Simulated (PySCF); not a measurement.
C2H6N (SMILES [CH2-]NC), charge -1, singlet, at a GFN2-xTB geometry (in this run its highest filled SCF level lies above zero, so its values depend strongly on the basis, on diffuse functions most of all); LC-WPBE/6-31G*, TDDFT run with PySCF.

Input for PySCF:
```python
from pyscf import gto, scf, dft, tdscf

mol = gto.M(
    atom='''
C     0.068388   -0.343447    1.280013
N    -0.020316    0.577285    0.030283
C    -0.014644   -0.232449   -1.156616
H     0.074469    0.429802    2.123582
H    -1.001283   -0.749206    1.345617
H     0.851123    1.116069    0.047208
H     0.820505   -0.966737   -1.224493
H     0.018715    0.396171   -2.064198
H    -0.943784   -0.811711   -1.180078
''',
    basis='6-31g*',
    charge=-1,
    spin=0,
    verbose=4,
)

mf = dft.RKS(mol)
mf.xc = 'lc_wpbe'
mf.kernel()
td = mf.TDDFT()
td.nstates = 5
td.kernel()
td.analyze()
```

What the program printed (banner, timings and long lists left out):

```
PySCF version 2.14.0

[INPUT] verbose = 4
[INPUT] num. atoms = 9
[INPUT] num. electrons = 26
[INPUT] charge = -1
[INPUT] spin (= nelec alpha-beta = 2S) = 0
[INPUT] symmetry False subgroup None
[INPUT] Mole.unit = angstrom
[INPUT] Symbol           X                Y                Z      unit          X                Y                Z       unit  Magmom
[INPUT]  1 C      0.068388000000  -0.343447000000   1.280013000000 AA    0.129234590207  -0.649020768303   2.418874005883 Bohr   0.0
[INPUT]  2 N     -0.020316000000   0.577285000000   0.030283000000 AA   -0.038391675947   1.090910545820   0.057226576230 Bohr   0.0
[INPUT]  3 C     -0.014644000000  -0.232449000000  -1.156616000000 AA   -0.027673149368  -0.439264947929  -2.185687471290 Bohr   0.0
[INPUT]  4 H      0.074469000000   0.429802000000   2.123582000000 AA    0.140726014770   0.812208067790   4.012988383056 Bohr   0.0
[INPUT]  5 H     -1.001283000000  -0.749206000000   1.345617000000 AA   -1.892150643183  -1.415794150881   2.542847598559 Bohr   0.0
[INPUT]  6 H      0.851123000000   1.116069000000   0.047208000000 AA    1.608389368318   2.109064746117   0.089210190888 Bohr   0.0
[INPUT]  7 H      0.820505000000  -0.966737000000  -1.224493000000 AA    1.550529733836  -1.826868164484  -2.313956411447 Bohr   0.0
[INPUT]  8 H      0.018715000000   0.396171000000  -2.064198000000 AA    0.035366224421   0.748654688495  -3.900768886875 Bohr   0.0
[INPUT]  9 H     -0.943784000000  -0.811711000000  -1.180078000000 AA   -1.783493280747  -1.533911482297  -2.230024225624 Bohr   0.0

nuclear repulsion = 75.8101513173345
number of shells = 30
number of NR pGTOs = 105
number of NR cGTOs = 54
basis = 6-31g*
ecp = {}

******** <class 'pyscf.dft.rks.RKS'> ********
method = RKS
initial guess = minao
damping factor = 0
level_shift factor = 0
DIIS = <class 'pyscf.scf.diis.CDIIS'>
diis_start_cycle = 1
diis_space = 8
diis_damp = 0
SCF conv_tol = 1e-09
SCF conv_tol_grad = None
SCF max_cycles = 50
direct_scf = True
direct_scf_tol = 1e-13
XC library pyscf.dft.libxc version 7.1.2
    S. Lehtola, C. Steigemann, M. J. T. Oliveira, and M. A. L. Marques,  SoftwareX 7, 1–5 (2018)
XC functionals = lc_wpbe
    O. A. Vydrov and G. E. Scuseria,  J. Chem. Phys. 125, 234109 (2006)
radial grids:
    Treutler-Ahlrichs [JCP 102, 346 (1995); DOI:10.1063/1.469408] (M4) radial grids

becke partition: Becke, JCP 88, 2547 (1988); DOI:10.1063/1.454033
pruning grids: <function nwchem_prune>
grids dens level: 3
symmetrized grids: False
atomic radii adjust function: <function treutler_atomic_radii_adjust>
small_rho_cutoff = 0
Set gradient conv threshold to 3.16228e-05
Initial guess from minao.
tot grids = 100992
init E= -134.350570030131
  HOMO = -0.173711616137476  LUMO = 0.112881012803851  gap/eV = 7.79858
cycle= 1 E= -134.288875303657  delta_E= 0.0617  |g|= 0.466  |ddm|= 2.54
  HOMO = 0.12362972030266  LUMO = 0.397904547460613  gap/eV = 7.46340
cycle= 2 E= -134.327934989616  delta_E= -0.0391  |g|= 0.33  |ddm|= 1.01
  HOMO = 0.0246908206129244  LUMO = 0.389778412496376  gap/eV = 9.93454
cycle= 3 E= -134.354137621866  delta_E= -0.0262  |g|= 0.0365  |ddm|= 0.367
  HOMO = 0.01788224816204  LUMO = 0.390726565340849  gap/eV = 10.14561
cycle= 4 E= -134.354454014219  delta_E= -0.000316  |g|= 0.019  |ddm|= 0.0612
  HOMO = 0.0182600668290864  LUMO = 0.390736296617408  gap/eV = 10.13559
cycle= 5 E= -134.354547820384  delta_E= -9.38e-05  |g|= 0.00426  |ddm|= 0.0262
  HOMO = 0.0175211067447751  LUMO = 0.390628269636894  gap/eV = 10.15276
cycle= 6 E= -134.354559061277  delta_E= -1.12e-05  |g|= 0.00121  |ddm|= 0.0182
  HOMO = 0.0175480938689918  LUMO = 0.390555329110727  gap/eV = 10.15004
cycle= 7 E= -134.354560808791  delta_E= -1.75e-06  |g|= 0.000544  |ddm|= 0.00918
  HOMO = 0.0175538887908089  LUMO = 0.390614969946484  gap/eV = 10.15151
cycle= 8 E= -134.35456115725  delta_E= -3.48e-07  |g|= 0.000186  |ddm|= 0.00434
  HOMO = 0.0175509552864472  LUMO = 0.390613579273836  gap/eV = 10.15155
cycle= 9 E= -134.354561202254  delta_E= -4.5e-08  |g|= 4.66e-05  |ddm|= 0.0019
  HOMO = 0.0175545143433737  LUMO = 0.390615889206411  gap/eV = 10.15152
cycle= 10 E= -134.354561205305  delta_E= -3.05e-09  |g|= 1.32e-05  |ddm|= 0.000401
  HOMO = 0.017553285519762  LUMO = 0.390615490842781  gap/eV = 10.15154
cycle= 11 E= -134.354561205631  delta_E= -3.26e-10  |g|= 3.52e-06  |ddm|= 0.000145
  HOMO = 0.0175538449307022  LUMO = 0.39061567824567  gap/eV = 10.15153
Extra cycle  E= -134.354561205646  delta_E= -1.52e-11  |g|= 1.8e-06  |ddm|= 2.31e-05
converged SCF energy = -134.354561205646

******** <class 'pyscf.tdscf.rks.TDDFT'> for <class 'pyscf.dft.rks.RKS'> ********
nstates = 5 singlet
deg_eia_thresh = 1.000e-03
wfnsym = None
conv_tol = 1e-05
eigh lindep = 1e-12
eigh level_shift = 0
eigh max_cycle = 100

Excitation energies (eV)
[4.63111156 5.99846304 6.33744517 6.65000585 7.22199777]

** Singlet excitation energies and oscillator strengths **
Excited State   1:      4.63111 eV    267.72 nm  f=0.0202
      13 -> 14        0.63795
      13 -> 15       -0.21570
      13 -> 16        0.15546
Excited State   2:      5.99846 eV    206.69 nm  f=0.0281
      13 -> 14       -0.14931
      13 -> 15       -0.62864
      13 -> 16       -0.11449
      13 -> 18       -0.21806
Excited State   3:      6.33745 eV    195.64 nm  f=0.0034
      13 -> 16        0.42897
      13 -> 17       -0.26995
      13 -> 18       -0.45261
      13 -> 19        0.11961
Excited State   4:      6.65001 eV    186.44 nm  f=0.0146
      12 -> 14        0.10072
      13 -> 14       -0.24148
      13 -> 15       -0.18685
      13 -> 16        0.47152
      13 -> 17        0.24424
      13 -> 18        0.29282
      13 -> 19        0.13394
Excited State   5:      7.22200 eV    171.68 nm  f=0.0899
      13 -> 17       -0.58198
      13 -> 18        0.36065
      13 -> 20       -0.12512

** Transition electric dipole moments (AU) **
state          X           Y           Z        Dip. S.      Osc.
  1        -0.1769      0.0714      0.3758      0.1777      0.0202
  2         0.4166      0.0215     -0.1323      0.1915      0.0281
  3        -0.0147     -0.1473      0.0123      0.0221      0.0034
  4        -0.2003     -0.1195     -0.1872      0.0894      0.0146
  5        -0.2636      0.3692      0.5496      0.5079      0.0899

** Transition velocity dipole moments (imaginary part, AU) **
state          X           Y           Z        Dip. S.      Osc.
  1        -0.0282      0.0137      0.0732      0.0063      0.0248
  2         0.1333     -0.0083     -0.0286      0.0186      0.0564
  3         0.0463     -0.0836      0.0002      0.0091      0.0262
  4        -0.0881     -0.0266     -0.0205      0.0089      0.0243
  5        -0.0897      0.1122      0.1188      0.0348      0.0873

** Transition magnetic dipole moments (imaginary part, AU) **
state          X           Y           Z
  1         0.2920      0.4787      0.5268
  2         0.0327     -0.1966     -0.1795
  3        -0.4060     -0.1044      0.3739
  4         0.1676      0.5003      0.4172
  5        -0.2055      0.1407      0.0302
```
